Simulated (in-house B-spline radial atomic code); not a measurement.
# Si3+: [He] 2s2 2p5 3s1 6g1 (an excited or competing configuration)

Computed with a radial B-spline atomic code at the basis-set limit: Dirac-Hartree-Fock, average of configuration, Fermi nucleus of rms radius 3.1224 fm.

Screening seen three ways: the hydrogenic charge with the same mean radius, Z_r = [3n² - l(l+1)]/(2<r>), the one with the same energy, Z_e = n√(-2ε), and Slater's rules. Values are occupation-weighted means over j.

```json
{"shell": "1s", "electrons": "2", "ε (eV)": "-1960.1", "<r> (bohr)": "0.1109", "Z_r": "13.52", "Z_e": "12.00", "Slater": "13.70"}
{"shell": "2s", "electrons": "2", "ε (eV)": "-235.78", "<r> (bohr)": "0.5458", "Z_r": "10.99", "Z_e": "8.33", "Slater": "10.20"}
{"shell": "2p", "electrons": "5", "ε (eV)": "-187.82", "<r> (bohr)": "0.5082", "Z_r": "9.84", "Z_e": "7.43", "Slater": "10.20"}
{"shell": "3s", "electrons": "1", "ε (eV)": "-59.116", "<r> (bohr)": "1.677", "Z_r": "8.05", "Z_e": "6.25", "Slater": "6.05"}
{"shell": "6g", "electrons": "1", "ε (eV)": "-6.0506", "<r> (bohr)": "10.99", "Z_r": "4.00", "Z_e": "4.00", "Slater": "-"}
```

The least bound orbital is 6g9/2 at -6.051 eV, and it is also the most diffuse (<r> = 10.99 bohr).

Spin-orbit splittings of the orbital energies (j = l + 1/2 above j = l - 1/2 when positive): 2p 0.7266 eV, 6g 4.346e-05 eV.

For the 1s electron the small component carries 0.247 % of the norm, the zero-frequency Breit interaction raises the level by 1.114 eV, self-energy by 0.4794 eV, and vacuum polarisation lowers it by 0.02976 eV.
